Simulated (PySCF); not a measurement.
Molecule: SMILES C#C/C(F)=C\CF, C5H4F2.

Geometry (Å), atoms numbered from 1 in this order:
```xyz
11

C     2.3549    0.7654   -0.7278
C     1.5004   -0.0459   -0.4424
C     0.5084   -1.0153   -0.1082
F     0.9607   -2.2698   -0.0951
C    -0.7787   -0.7662    0.1639
C    -1.3935    0.5873    0.1478
F    -1.9987    0.8550    1.3524
H     3.1145    1.4844   -0.9764
H    -1.4186   -1.6204    0.4036
H    -0.6374    1.3624   -0.0573
H    -2.1678    0.6414   -0.6387
```

Geometry PBE0-D3(BJ)/def2-SVP throughout; GIAO in PySCF, gas phase, one conformer, non-relativistic; equivalent atoms averaged; basis pcSseg-1.

**Question.** How do the absolute shieldings σ depend on the functional? (a selection of nuclei; ppm; last column core-seconds on 1 thread of an Arm Neoverse V2, shared host; the GGAs took longer than the global hybrids here, which isn't the general rule, and the cause wasn't traced)

**Answer.** 
```
functional                    kind    C5    C1     C6     C2     F4     F7     H9  H10/H11     H8  core-s
        HF            Hartree–Fock  66.5  91.1  120.2  124.7  335.5  444.0  25.37    26.83  27.53     4.8
       PBE                     GGA  58.9  87.9   97.0  102.8  252.8  401.6  25.20    25.93  27.84      14
      OPBE                     GGA  69.2  96.6  106.0  110.7  257.1  401.8  25.21    26.05  27.80      14
       KT3                     GGA  69.9  99.4  103.3  113.5  260.4  395.6  25.48    26.19  27.79      14
     B97-D                     GGA  61.5  92.0   97.7  106.3  262.5  402.1  25.48    26.18  28.03      14
     B3LYP           global hybrid  55.3  86.3   98.0  104.4  275.4  411.6  25.35    26.25  27.96      10
 CAM-B3LYP  range-separated hybrid  56.5  86.5  101.8  107.3  286.8  420.4  25.21    26.22  27.88      13
   LC-wPBE  range-separated hybrid  62.0  89.0  109.3  111.5  293.1  428.0  25.12    26.28  27.87      17
```

**Question.** Which nucleus among those listed moves most, in ppm?

**Answer.** F4 (vinylic fluorine): from 252.8 ppm with PBE to 335.5 ppm with HF. The smallest spread is 0.36 ppm, at H9. Proton shifts span only some 12 ppm, so a few tenths of a ppm matter as much there as several ppm in carbon.
